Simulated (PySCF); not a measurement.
# One molecule, a ladder of functionals, a line

Molecule: SMILES C=N[SiH2]C, C2H7NSi.

Atoms are numbered as in `[CH2:1]=[N:2][SiH2:3][CH3:4]` (H(Xn): hydrogen on atom n). Ha(C1) is cis to Si3; Hb(C1) is trans to Si3.

GIAO shieldings (ppm, equivalent atoms averaged) in PySCF 2.14.0 with density-fitted response routines on the PBE0-D3(BJ)/def2-SVP geometry, basis pcSseg-2, gas phase, non-relativistic:

```tsv
functional	exact exchange (%)	σ(C1)	σ(Si3)
BLYP	0	-0.2	331.6
BP86	0	2.0	340.8
PBE	0	1.5	341.3
PBE0	25	5.0	358.2
mPW1PW91	25	4.5	357.0
BHandHLYP	50	7.4	365.4
HF	100	18.7	402.5
```

Question: Fit each shielding as a line in the percentage of exact exchange.

Answer: σ(C1) = 0.7 + 0.17 x (rms 1.0 ppm); σ(Si3) = 338.7 + 0.63 x (rms 3.9 ppm). The functionals also differ in their semilocal parts, which the line can't hold; Hartree–Fock has no correlation at all.

Question: What does the line predict for B3LYP (20 %), and what does the run give?

Answer: σ(C1): 4.1 predicted, 2.3 computed; σ(Si3): 351.3 predicted, 345.1 computed ppm.
